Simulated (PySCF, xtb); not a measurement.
CH3ClSn, SMILES [Sn]([CH3])[Cl] (connectivity only; charge and spin as stated), neutral, multiplicity 1.

GFN2-xTB (xtb) at its own geometry gives an orbital gap of 3.02 eV and a dipole moment of 4.45 D.

The structure is a stationary point at B3LYP-D3(BJ)/def2-SVP. The def2 effective core potentials stand for the cores of Sn; spin–orbit coupling is left out.

Q: What does PySCF with CAM-B3LYP/def2-TZVPD give? (The exact figures need the calculation; the answer reports its results.)

A: gap 6.06 eV (levels -8.01 and -1.94 eV), dipole 3.27 D.
